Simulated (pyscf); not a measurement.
This saddle point was located with ωB97X-D3(BJ)/def2-SVP in PySCF.

```xyz
6

In     1.3150    -1.4173    -0.9335
Cl     0.9200     1.7271    -0.9910
C     -0.5074     1.3191    -0.1515
H      1.2581    -1.0097     0.8873
H     -1.4210     1.8384    -0.4431
H     -0.3892     0.6968     0.7382
```
Charge 0, spin multiplicity 2.

Surface: doublet, charge 0. Lowest wavenumbers (cm⁻¹): 48i, 114, 171, 211, 365.

**Question.** What reaction is this the transition state of?

**Answer.** `[Cl][CH2][InH]` [doublet] ⇌ `[InH]` [singlet] + `[CH2][Cl]` [doublet], a bond scission read from left to right: C–In broken and none formed. At CCSD(T)/def2-TZVPP + ΔMP2(QZVPP) it lies +20.4 kcal/mol from the left side and -4.1 kcal/mol from the right (each side as separated species at their lowest minima found). On the product side the descent ends in a complex, 6.8 kcal/mol under the separated species and 0.3 kcal/mol under the saddle at ωB97X-D3(BJ)/def2-TZVP. At CCSD(T) the saddle lies under the separated products, which points to a path from their complex (located at ωB97X-D3(BJ) alone), and parting the products costs more than the saddle. [Cl–CH₂–InH]• lies 52.6 kcal/mol over its isomer [H₃C–In–Cl]• (electronic energy, ωB97M-D3(BJ)). This is the saddle that the search found; another between the same sides may lie lower. The CCSD(T) − MP2 part came from Ansatz, without density fitting, on the same reference. The frozen core leaves the outer d or s,p core shells of the metals and heavy elements correlated in the MP2 and CC values, and def2-TZVPP describes them poorly, which can shift differences by a few kcal/mol. Elements past Kr carry the def2 core potentials, without spin-orbit coupling.
